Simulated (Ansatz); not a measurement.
Reaction (formal hydrolysis of a Ta–N bond): `[NH2][Ta]([NH2])([NH2])=[S]` + H₂O → `[NH2][Ta]([NH2])([OH])=[S]` + NH₃

Gas-phase electronic energies from Ansatz, PBE0-D4/def2-TZVP geometries. CCSD(T)/CBS is the MP2 limit (def2-TZVPP, def2-QZVPP) plus CCSD(T) − MP2 in def2-TZVPP, frozen cores. This one scheme is used for every species. Functionals use def2-TZVPP. def2 core potentials past Kr. For Ta outer-core shells are correlated without core-valence functions, which leaves a few kJ/mol of doubt a bond. One conformer a species, not always the lowest.

`[NH2][Ta]([NH2])([NH2])=[S]`:

Z-matrix (Å, degrees):
```
Ta
N 1 1.977
N 1 1.977 2 108.5
N 1 1.977 2 108.5 3 117.7
S 1 2.177 2 110.4 3 -121.2
H 2 1.010 1 124.2 3 141.2
H 2 1.010 1 124.3 3 -23.4
H 3 1.010 1 124.2 2 -101.1
H 3 1.010 1 124.3 2 94.3
H 4 1.010 1 124.2 2 141.2
H 4 1.010 1 124.3 2 -23.4
```

H₂O:

Cartesian coordinates in Å:
```
O 0.224 -0.302 0.101
H -0.645 -0.080 0.441
H 0.422 0.382 -0.542
```

`[NH2][Ta]([NH2])([OH])=[S]`:

Cartesian coordinates in Å:
```
N 0.648 0.662 1.534
Ta -0.020 0.298 -0.289
N 0.225 -1.600 -0.777
O -1.888 0.657 -0.297
S 1.129 1.503 -1.678
H 1.437 1.254 1.748
H 0.270 0.260 2.380
H -0.220 -2.379 -0.313
H 0.839 -1.929 -1.506
H -2.420 1.273 -0.801
```

NH₃:

Cartesian coordinates in Å:
```
N 0.064 -0.113 -0.250
H 0.885 0.008 0.330
H -0.366 0.797 -0.350
H -0.583 -0.692 0.270
```

```tsv
level	ΔE (kJ/mol)
r2SCAN-D4	-57.4
ωB97M-V	-55.9
SCS-MP2/def2-TZVPP	-53.3
HF/def2-QZVPP	-61.3
```

**Question.** What does CCSD(T)/CBS give? (Best estimate.)

**Answer.** The calculation gave: -49.4 kJ/mol. The listed levels differ from it by -8.0, -6.5, -3.9, -11.9 kJ/mol.

Largest T1 diagnostic among the species: 0.020, so the coupled-cluster value is less sure than usual.

In def2-TZVPP, CCSD(T) changes the Hartree–Fock value by +10.1 kJ/mol (the triples alone add +1.1 kJ/mol) and MP2 by +11.0 kJ/mol. Leaving LDA and LC-ωPBE aside and taking each functional with its dispersion term where it has one, the values, not all of them listed here, spread over 8.3 kJ/mol, from B97M-V to HSE06-D4. At CCSD(T), def2-SVP lies −7.3 kJ/mol from the extrapolated value and def2-TZVPP −2.3 kJ/mol.

CCSD(T)/CBS has its own doubt, a few kJ/mol and more with outer-core shells, so smaller differences from it don't rank the levels.
